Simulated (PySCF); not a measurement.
Vertical excitations of a molecule C3H3BFNO from PySCF with TDA-PBE/def2-SVPD, as energy in eV (oscillator strength): 3.27 (0.002), 5.07 (0.000), 5.43 (0.193), 5.86 (0.018), 6.29 (0.000), 6.49 (0.012), 6.75 (0.003), 6.76 (0.020), 6.83 (0.020), 6.84 (0.000). Lowest triplet (TDA): 2.83 eV. Geometry optimised at B3LYP-D3(BJ)/def2-SVP. The values are those of a single conformer.

Which structure fits?
A. O=CC1=NCB1F
B. C=C=C1NB(F)O1
C. FB1N=CC=CO1
D. O=C1C=NB(F)C1

C, FB1N=CC=CO1
